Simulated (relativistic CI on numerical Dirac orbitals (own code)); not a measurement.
Spin-allowed bands of a d8 ion in an octahedral site, by hand

Problem. Take Δ = 9020 cm⁻¹ and B = 820 cm⁻¹ for a d8 ion in an octahedral site. Calculate the three spin-allowed bands.

Working.
1. The terms of highest spin are 3F (energy 0) and 3P (15B = 12300 cm⁻¹). Here the F term splits into A2 at −1.2Δ = -10824, T2 at −0.2Δ = -1804 and T1 at +0.6Δ = 5412 cm⁻¹.
2. The two T1 states mix through the element 0.4Δ: H = [[5412, 3608], [3608, 12300]], with roots ½(H₁₁ + H₂₂) ∓ ½√[(H₂₂ − H₁₁)² + 4H₁₂²] = ½(17712) ∓ ½(9976) = 3868 and 13844 cm⁻¹.
3. The ground term is 3A2 at -10824 cm⁻¹.
4. Bands: 3T2 9020 cm⁻¹ (1109 nm), 3T1(F) 14692 cm⁻¹ (681 nm), 3T1(P) 24668 cm⁻¹ (405 nm).

Check. Exact diagonalisation of the whole d8 shell with these parameters gives 3T2 9020, 3T1 14692, 3T1 24668 cm⁻¹. The match is exact, since without spin-orbit coupling no other term has this spin. The ratio of the second band to the first, 1.629, depends on Δ/B = 11.0 alone, which is how a Tanabe-Sugano diagram is read.
